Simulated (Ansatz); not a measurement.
Input for Ansatz (a program for electronic structure): U-B3LYP/def2-TZVPP on HOW (SMILES [OH][W]), 2S+1 = 4, a spin state set in the input, which need not be the lowest. Elements past Kr take the def2 small-core potentials; no spin–orbit coupling.

Ansatz 0.2 input:
```yaml
crystal:
  periodic: [false, false, false]
  atoms:
    - {symbol: W, position_ang: [-0.95263120, -0.66130202, -0.82548199]}
    - {symbol: O, position_ang: [0.42183841, -0.12135070, 0.28298982]}
    - {symbol: H, position_ang: [0.49762407, 0.83002432, 0.47217253]}
basis:
  gaussian:
    orbitals: def2-TZVPP
hamiltonian:
  xc: {name: B3LYP}
magnetization: {spin_polarized: true, initial_magnetization: 3}
```

It printed:

```
WARN ansatz: RAYON_NUM_THREADS=1 ignored (pool sized by the plan → 1); use --threads N
Functional definition: B3LYP
integrals: 0.02 GiB planned
590 factors; their error is unknown
mean field: 0.32 GiB planned
mean field evaluation 1: about -3882.2877 eV, gradient 4.0e1 eV
mean field evaluation 2: about -3818.4824 eV, gradient 1.3e2 eV
mean field evaluation 4: about -3887.5775 eV, gradient 7.1e0 eV
mean field evaluation 8: about -3887.8496 eV, gradient 1.5e-1 eV
mean field evaluation 16: about -3887.8589 eV, gradient 6.1e-4 eV
mean field evaluation 32: about -3887.7571 eV, gradient 8.3e-1 eV
mean field -3887.85894103 eV, -142.8761807975 hartree, gradient 8.3e-6 eV, S^2 3.792990; 4 other end points of the search recorded, 0 dependent functions left out
reference -3887.85912673 eV, -142.8761876217 hartree; 13, 10 occupied and 88, 91 virtual orbitals, 590 factors
Total energy: -3887.85912673 eV, -142.8761876217 hartree
```

The run converged.

Cost: very roughly 8 core-seconds.
